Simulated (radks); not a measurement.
Problem. All-electron atom: Ag3+ in [Kr] 4d7 5p1 (not the ground configuration). Calculated with a radial shooting solver on a logarithmic mesh with Libxc functionals: scalar-relativistic Kohn-Sham, BLYP, spin-polarised, spherical densities, finite nucleus; open shells are filled with parallel spins first (spin-orbit coupling, left out, can overturn this in heavy ions); Fermi nuclear charge, rms radius 4.5454 fm. Some entries of the table are withheld. Estimate them.

orbital,occ.,eigenvalue (eV),<1/r> (bohr^-1),r(max) (bohr)
1s up,1,-25380.18,49.43,0.02016
1s down,1,-25380.15,49.43,0.02016
2s up,1,-3777.599,11.23,0.1140
2s down,1,-3776.928,11.23,0.1140
2p up,3,-3393.639,10.85,0.09113
2p down,3,-3393.111,10.85,0.09112
3s up,1,-730.5159,3.944,0.3326
3s down,1,-730.1528,3.944,0.3326
3p up,3,-604.4778,3.758,0.3257
3p down,3,-604.0644,3.757,0.3258
3d up,5,-405.7234,3.532,0.2735
3d down,5,-405.1028,3.532,0.2737
4s up,1,-141.3436,1.531,0.8195
4s down,1,-138.7002,1.534,0.8180
4p up,3,-104.2191,1.387,0.8705
4p down,3,-101.5225,1.389,0.8690
4d up,5,(1),1.094,0.9974
4d down,2,(2),1.089,0.9974
5p up,1,(3),0.4949,2.348
5p down,0,(4),0.4849,2.379

Solution. 
(1) 4d up eigenvalue (eV): -50.2716
(2) 4d down eigenvalue (eV): -47.6625
(3) 5p up eigenvalue (eV): -26.6350
(4) 5p down eigenvalue (eV): -25.3629
